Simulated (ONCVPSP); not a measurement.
## O: one change to an ONCV potential, before and after

O (Z = 8), optimised norm-conserving Vanderbilt (ONCV), made with ONCVPSP 4.0.1 (BLYP, scalar-relativistic). Core [He], reference 2s2 2p4. Waves: 2s: rc 0.65 bohr, ncon 3, nbas 7, qcut 11.6 1/bohr, 2 projectors, debl 3.9 Ha; 2p: rc 1.85 bohr, ncon 4, nbas 8, qcut 8.9 1/bohr, 2 projectors, debl 3.1 Ha; d scattering state at 0.02 Ha: rc 1.70 bohr, ncon 5, nbas 8, qcut 5.5 1/bohr, 1 projector. Local part: polynomial inside 0.60 bohr (lpopt 1, dvloc0 3 Ha). Core correction: polynomial model core, fcfact 0.6.

Change: s: qcut 14.3; p: qcut 11; d: qcut 6.8.

Cutoffs: the cutoffs (Ha) at which the residual kinetic energy of the hardest occupied pseudo-wave falls to 1 and 0.1 mHa per electron; they do not see the model core or the augmentation charge, which bear on the density cutoff. Errors are all-electron minus pseudo energies relative to the spin-unpolarised reference configuration.

What does the change do?

The potential gets neither clearly harder nor softer (43 Ha and 55 Ha → 41 Ha and 81 Ha); a bound ghost appears in s, which as a rule spoils a file; of the 4 tests that both files solve, the error grows in 0 and shrinks in 4 by more than 15 % and 0.3 meV (median size 241.6 → 170.3 meV).

| quantity | base | changed |
| --- | --- | --- |
| cutoff, loose | 43 Ha | 41 Ha |
| cutoff, tight | 55 Ha | 81 Ha |
| loose cutoff by channel | s 43 Ha, p 24 Ha | s 41 Ha, p 28 Ha |
| bound ghosts | none | s |
| GHOST(+) flags under 300 eV | none | none |
| error for 2s2 2p3, meV [ΔE 16.43 eV] | +56 | +39 |
| error for 2s2 2p2, meV [ΔE 50.04 eV] | +427 | +302 |
| error for 2s2 2p1, meV [ΔE 103.97 eV] | +1565 | +1135 |
| error for 2s2 2p3.5, meV [ΔE 6.28 eV] | +9.2 | +6.2 |
| s: phases at 0.66 bohr within 0.05 rad from the reference energy up to (Ha; the scan ends near 5) | to the end of the scan | to the end of the scan |
| p: phases at 1.88 bohr within 0.05 rad from the reference energy up to (Ha; the scan ends near 5) | to the end of the scan | to the end of the scan |
| d: phases at 1.73 bohr within 0.05 rad from the reference energy up to (Ha; the scan ends near 5) | to the end of the scan | to the end of the scan |
| rms error of d²Exc/dni dnj with the model core, mHa | 1.59 | 1.58 |

 A true bound ghost makes a file unfit for plane-wave use even where its test errors are small: the radial tests pick states by their node count and pass the ghost by.
